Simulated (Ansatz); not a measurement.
`C[P+](C)(C)[Cu-][OH]`. Charge 0, multiplicity 1.

| atom | x (Å) | y (Å) | z (Å) |
| --- | --- | --- | --- |
| C1 | 1.4696 | -0.9651 | 0.2857 |
| P2 | -0.0302 | 0.0255 | -0.0071 |
| C3 | 0.4878 | 1.1626 | -1.3321 |
| C4 | -1.1215 | -1.1418 | -0.8808 |
| Cu5 | -0.8690 | 0.9634 | 1.7343 |
| O6 | -1.6432 | 1.8212 | 3.1035 |
| H7 | 2.2448 | -0.3309 | 0.7183 |
| H8 | 1.8411 | -1.4068 | -0.6421 |
| H9 | 1.2464 | -1.7603 | 0.9986 |
| H10 | -0.3715 | 1.7463 | -1.6657 |
| H11 | 0.9067 | 0.6187 | -2.1824 |
| H12 | 1.2352 | 1.8556 | -0.9431 |
| H13 | -2.0255 | -0.6219 | -1.2015 |
| H14 | -0.6253 | -1.5748 | -1.7529 |
| H15 | -1.4166 | -1.9413 | -0.1995 |
| H16 | -1.3289 | 1.5494 | 3.9669 |

(1) List the harmonic frequencies (cm⁻¹, unscaled) at PBE0-D4/def2-TZVP in Ansatz. (An estimate is asked.)

Results:

(1) Computed: 38i, 81, 86, 181, 182, 186, 211, 213, 213, 252, 253, 356, 630, 672, 689, 748, 749, 784, 850, 851, 959, 960, 977, 1312, 1312, 1333, 1440, 1448, 1449, 1457, 1458, 1469, 3053, 3053, 3054, 3143, 3143, 3144, 3155, 3155, 3155, 3903.
